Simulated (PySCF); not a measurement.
The complex [CrO4]3- (charge -3) contains Cr(V), shell d1. The structure is a model geometry with rigid ligands and bond lengths from ionic radii, not a minimum; coordination tetrahedral, point group Td, metal–donor distances 1.73 Å.

The d shell alone is too small an active space for [CrO4]3- (an active orbital has only 0.65 squared overlap with the free ion's shell): its levels, fitted parameters, g values and moments show what this model gives and aren't sound predictions.

```
5

Cr    0.000    0.000    0.000
O     0.999    0.999    0.999
O    -0.999   -0.999    0.999
O    -0.999    0.999   -0.999
O     0.999   -0.999   -0.999
```

Method (PySCF 2.14, density fitting): CASSCF(1,5) with orbitals averaged over all microstates of the shell, strongly contracted NEVPT2 on the averaged canonical orbitals; basis x2c-TZVPall on the metal, x2c-SVPall elsewhere; spin-free X2C; IEF-PCM water; spin-orbit coupling by state interaction with the mean-field operator over all roots.

Question: Which term lies lowest, and with what spin?

Answer: 2E (S = 1/2, orbital degeneracy 2), with 1.0 electrons in the lower (e-type) set and 0.0 in the upper (t2-type) set, by NEVPT2.

Question: Where do the spin-allowed transitions within the shell lie?

Answer: By NEVPT2: 2T2 at 15492 cm⁻¹ (645 nm). The strongest, at 15492 cm⁻¹, has f = 4.8e-03.

Question: Give the fitted ligand-field and repulsion parameters.

Answer: At NEVPT2 level: orbital energies 0, 0, 15492, 15492, 15492 cm⁻¹; 10Dq = 15492 cm⁻¹; ζ = 216 cm⁻¹ (free ion 360).

Question: What magnetic behaviour follows?

Answer: The ground state is orbitally degenerate (an E term, whose orbital moment is quenched to first order), so no simple spin Hamiltonian is given. The lowest spin-orbit level is 4-fold; the next lies at 15439.8 cm⁻¹. μeff is 1.72 μB at 300 K and 1.70 μB at 10 K; the spin-only value is 1.73 μB.

Charge-transfer states lie outside this active space and may come lower than some of these levels. The ground state is orbitally degenerate in this regular structure, which would distort (Jahn–Teller), so its moment is that of the undistorted model. NEVPT2 on the d shell alone tends to put d–d bands too high for such charged or covalently bound ions.

The job took 4.2 s on one thread of Arm Neoverse V1 (shared host), with 104 basis functions, launched as `OMP_NUM_THREADS=1 python lf_run.py task.json out`.
